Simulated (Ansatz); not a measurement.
C3H5BO, SMILES OB1C=CC1.

Geometry: B3LYP-D3(BJ)/def2-SVP. This is a generated structure with no PubChem entry under its InChIKey; it may be hypothetical. Other conformers were not sampled.

Two levels are set side by side: PBE/def2-TZVPD (Ansatz, a program for electronic structure) and CAM-B3LYP/def2-TZVPD (Ansatz). Energy differences of separate SCF runs at the same geometry; the states with an electron removed or added have multiplicity 2 and 2. Differences are taken from unrounded values.

```json
[
 {"quantity": "vertical ionisation energy (eV)", "CAM-B3LYP": "9.86", "PBE": "9.76", "PBE minus CAM-B3LYP": "-0.10"},
 {"quantity": "vertical singlet–triplet gap (eV)", "CAM-B3LYP": "4.00", "PBE": "4.01", "PBE minus CAM-B3LYP": "0.00"}
]
```

Here PBE gives about what the other level gives.
